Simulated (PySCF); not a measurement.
Computed with PBE-D3(BJ)/def2-TZVP // B3LYP-D3(BJ)/def2-TZVP in PySCF. Gas-phase values, no solvent. One relaxed conformer stands for a flexible species; it need not be the lowest. Excitations are Tamm–Dancoff values on a coarser integration grid. The basis has no diffuse functions, so Rydberg states are missing or too high.

Reference species (SMILES): `OBCB` (neutral, multiplicity 1).

| Property | Result |
|---|---|
| LUMO | -2.51 eV |
| T1 excitation (TDA) | 4.50 eV |

Changed species: `B(C)(O)B`.

**Question.** Give the shifts of the LUMO and T1 excitation (TDA).

**Answer.** the LUMO drops by 0.16 eV, to -2.67 eV; the T1 excitation (TDA) decreases by 1.21 eV, to 3.29 eV.
